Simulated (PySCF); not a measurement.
# Worked example: chemical shift, span and skew from a shielding tensor

C₂H₆BFO₂, SMILES COB(O)CF. Atoms are numbered in the order given.

```xyz
12

C     -2.4235     0.4680     0.2282
O     -1.0605     0.7977     0.4616
B     -0.0427     0.0147     0.0084
O     -0.2604    -1.1357    -0.6995
C      1.4601     0.4534     0.3119
F      2.3301    -0.5032    -0.2524
H     -2.9161     1.3081    -0.3043
H     -2.9390     0.3264     1.2011
H     -2.5315    -0.4562    -0.3752
H      0.6143    -1.5196    -0.9146
H      1.6635     0.5195     1.4048
H      1.6993     1.4515    -0.1200
```

Coordinates come from a PBE-D3(BJ)/def2-SVP optimisation. The structure was generated by enumeration, and PubChem lists no compound with its InChIKey, so it may never have been made. One conformer was computed; it need not be the lowest.

GIAO shieldings from PBE/pcSseg-1 (PySCF), non-relativistic, no solvent. The symmetric part of the tensor of C5 has the principal values 55.9, 66.0, 174.2 ppm. The same nucleus in TMS has σ = 182.0 ppm at this level (PySCF, at its B3LYP-D3(BJ)/def2-TZVP geometry).

Q: Work out the isotropic shielding, the ¹³C shift against TMS, the span and the skew.

A: 
σ(iso) = (σ11 + σ22 + σ33)/3 = 98.7 ppm. δ = σ(ref) − σ(iso) = 182.0 − (98.7) = 83.3 ppm.
Span Ω = σ33 − σ11 = 118.3 ppm. Skew κ = 3(σ(iso) − σ22)/Ω = 0.83. Tumbling in solution averages the tensor to δ; in a static solid the shielding alone would spread this spin-1/2 line over Ω.
